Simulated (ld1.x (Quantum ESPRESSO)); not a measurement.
## Rh (Z = 45): excitation energies, all-electron against TM

- Element: rhodium (Rh)
- Generator: ld1.x (Quantum ESPRESSO) 7.5
- Type: norm-conserving Troullier–Martins (Kleinman–Bylander form)
- Functional: PBE
- Relativity: scalar-relativistic
- Frozen core: [Ar] 3d10 4s2
- Valence charge: 15
- Reference configuration: 4p6 4d8 5s0.5 5p0 (charge +0.5)
- Partial waves: 4p (bound): rc 1.65 bohr; 4d (bound): rc 2.10 bohr; 5s (bound): rc 2.00 bohr
- Local potential: the s channel
- Core correction: Bessel-smoothed model core, default radius (core density twice the valence density)

Energies are relative to the spin-unpolarised reference configuration 4p6 4d8 5s0.5 5p0; without spin polarisation the order of configurations can differ from experiment.

Give the all-electron excitation energy and the error of the potential for: 4p6 4d8 5s1 5p0; 4p6 4d8 5s0 5p0; 4p6 4d7 5s0 5p0; 4p5 4d8 5s1 5p0; 4p6 4d6 5s0 5p0; 4p6 4d8.5 5s0.5 5p0; 4p6 4d7 5s1 5p1.

```
valence configuration  charge  ΔE all-electron (eV)  error AE − PS (meV)
      4p6 4d8 5s1 5p0       0                -2.919                 -0.5
      4p6 4d8 5s0 5p0      +1                 4.541                 -2.8
      4p6 4d7 5s0 5p0      +2                24.052                  -75
      4p5 4d8 5s1 5p0      +1                53.715                 -362
      4p6 4d6 5s0 5p0      +3                56.557                 -343
  4p6 4d8.5 5s0.5 5p0       0                -3.550                 -9.0
      4p6 4d7 5s1 5p1       0                 3.700                 -642
```

Levels in the configuration 4p6 4d7 5s0 5p0:

```tsv
level	all-electron (eV)	pseudo (eV)
4p	-71.244	-71.513
4d	-25.742	-25.902
```

These tests converged, but a pseudo level misses the all-electron one widely, so the file describes the atom poorly there or has found another state: 4p6 4d6 5s0 5p0: empty 5p by 2.4 eV.
